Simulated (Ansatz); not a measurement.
`C[N](C)[SbH2]` + NH₃ → `[NH2][SbH2]` + `CNC` at 400 K and 1 bar (ligand exchange at the Sb–N bond).

Isolated molecules relaxed with PBE0-D4/def2-TZVP in Ansatz; ΔE leaves out vibrations. CBS: MP2 limit from def2 TZ/QZ plus the TZ coupled-cluster correction, frozen cores. This one scheme is used for every species. Elements past krypton have def2 core potentials. For Sb outer-core shells are correlated without core-valence functions, which leaves a few kJ/mol of doubt a bond.

| species | CCSD(T)/CBS energy (Eh) | H − E (kJ/mol) | S (J/(mol·K)) |
| --- | --- | --- | --- |
| `C[N](C)[SbH2]` | -375.59739 | 281.0 | 376.2 |
| NH₃ | -56.50880 | 104.2 | 203.1 |
| `[NH2][SbH2]` | -297.10356 | 122.5 | 298.1 |
| `CNC` | -135.00321 | 264.6 | 293.2 |

H − E and S are ideal-gas, rigid-rotor, harmonic terms from PBE0-D4/def2-TZVP, for one conformer and one mirror image of each species. 1 Eh = 2625.50 kJ/mol, R = 8.31446 J/(mol·K).

Question: By hand: ΔE, ΔH, ΔS and ΔG.

Answer: ΔE = (-297.10356) + (-135.00321) − (-375.59739) − (-56.50880) = -0.00058 Eh = -1.5 kJ/mol. Δ(H − E) = 122.5 + 264.6 − 281.0 − 104.2 = 1.9, so ΔH = 0.4 kJ/mol. ΔS = 298.1 + 293.2 − 376.2 − 203.1 = 12.0 J/(mol·K). ΔG = 0.4 − 400 × (12.0)/1000 = -4.4 kJ/mol.

Question: By hand: the equilibrium constant, and the temperature at which ΔG would vanish if ΔH and ΔS stayed fixed.

Answer: log₁₀ K = −ΔG/(RT ln 10) = 0.6. ΔG = 0 at ΔH/ΔS = 33 K, though so small a ΔH makes that figure unsure.

TΔS isn't small against ΔH here. The sign of ΔG lies within the doubt. A doubt of 5 kJ/mol in ΔE shifts log₁₀ K by 0.7 here. Other conformers and mirror images would add mixing entropy, several J/(mol·K) or more a flexible species. These are equilibria of isolated gas molecules and say nothing of rates. Largest T1 diagnostic: 0.013 (customary marks: 0.02 for closed shells, 0.045 for open ones).
